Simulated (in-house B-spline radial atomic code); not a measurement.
Configurations of Tc VI (Tc5+), with energies counted from [Kr] 4d2. Computed with a radial B-spline atomic code at the basis-set limit: scalar-relativistic (X2C) TPSSh, spin-polarised, spherical fractional occupations, exact exchange averaged over the configuration, Fermi nucleus of rms radius 4.41117 fm. Shells without spins written out take the highest spin.

Occupations are held fixed; configurations that lie above the ionisation limit could autoionise.

```json
{"configuration": "[Kr] 4d1 4f1", "E - E(ref) (eV)": "36.619", "highest orbital": "4f up", "its <r> (bohr)": "2.197"}
{"configuration": "[Ar] 3d10 4s2 4p5 4d2 5f1", "E - E(ref) (eV)": "91.115", "highest orbital": "5f up", "its <r> (bohr)": "4.182"}
{"configuration": "[Ar] 3d9 4s2 4p6 4d3", "E - E(ref) (eV)": "258.97", "highest orbital": "4d up", "its <r> (bohr)": "1.311"}
{"configuration": "[Ar] 3d9 4s2 4p6 4d2 4f1", "E - E(ref) (eV)": "298.36", "highest orbital": "4f up", "its <r> (bohr)": "2.068"}
{"configuration": "[Ar] 3d9 4s2 4p6 4d2 5f1", "E - E(ref) (eV)": "311.88", "highest orbital": "5f up", "its <r> (bohr)": "4.122"}
```

(1) Order these further configurations by energy, lowest first.
A. [Kr] 4d1 5s1
B. [Kr] 4d1 5f1
C. [Ar] 3d10 4s2 4p5 4d2 5p1
D. [Ar] 3d9 4s2 4p6 4d2 5s1
E. [Ar] 3d9 4s2 4p6 4d2 5p1

Results:

(1) A (16.769 eV), B (49.394 eV), C (66.838 eV), D (278.46 eV), E (287.26 eV).
